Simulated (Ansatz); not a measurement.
`CO[Si]Cl` + H₂S → `S[Si]Cl` + CH₃OH at 400 K and 1 bar (ligand exchange at the Si–O bond).

Program: Ansatz. Geometries: PBE0-D4/def2-TZVP. ΔE: electronic, gas phase. CBS: MP2 limit from def2 TZ/QZ plus the TZ coupled-cluster correction, frozen cores. This one scheme is used for every species. One conformer a species, not always the lowest.

```json
{"species": "`CO[Si]Cl`", "CCSD(T)/CBS energy (Eh)": "-863.93892", "H − E (kJ/mol)": "141.0", "S (J/(mol·K))": "345.2"}
{"species": "H₂S", "CCSD(T)/CBS energy (Eh)": "-398.97279", "H − E (kJ/mol)": "53.4", "S (J/(mol·K))": "215.9"}
{"species": "`S[Si]Cl`", "CCSD(T)/CBS energy (Eh)": "-1147.27659", "H − E (kJ/mol)": "50.3", "S (J/(mol·K))": "312.1"}
{"species": "CH₃OH", "CCSD(T)/CBS energy (Eh)": "-115.61712", "H − E (kJ/mol)": "151.2", "S (J/(mol·K))": "252.6"}
```

H − E and S are ideal-gas, rigid-rotor, harmonic terms from PBE0-D4/def2-TZVP, for one conformer and one mirror image of each species. 1 Eh = 2625.50 kJ/mol, R = 8.31446 J/(mol·K).

By hand: ΔE, ΔH, ΔS and ΔG.

ΔE = (-1147.27659) + (-115.61712) − (-863.93892) − (-398.97279) = 0.01800 Eh = 47.3 kJ/mol. Δ(H − E) = 50.3 + 151.2 − 141.0 − 53.4 = 7.1, so ΔH = 54.4 kJ/mol. ΔS = 312.1 + 252.6 − 345.2 − 215.9 = 3.6 J/(mol·K). ΔG = 54.4 − 400 × (3.6)/1000 = 53.0 kJ/mol.

By hand: the equilibrium constant, and the temperature at which ΔG would vanish if ΔH and ΔS stayed fixed.

log₁₀ K = −ΔG/(RT ln 10) = -6.9. ΔG = 0 at ΔH/ΔS = 15111 K, far beyond where these terms or the molecules hold.

The number of gas molecules stays the same, so ΔS is small and ΔH decides. A doubt of 5 kJ/mol in ΔE shifts log₁₀ K by 0.7 here. Other conformers and mirror images would add mixing entropy, several J/(mol·K) or more a flexible species. These are equilibria of isolated gas molecules and say nothing of rates. Largest T1 diagnostic: 0.014 (customary marks: 0.02 for closed shells, 0.045 for open ones).
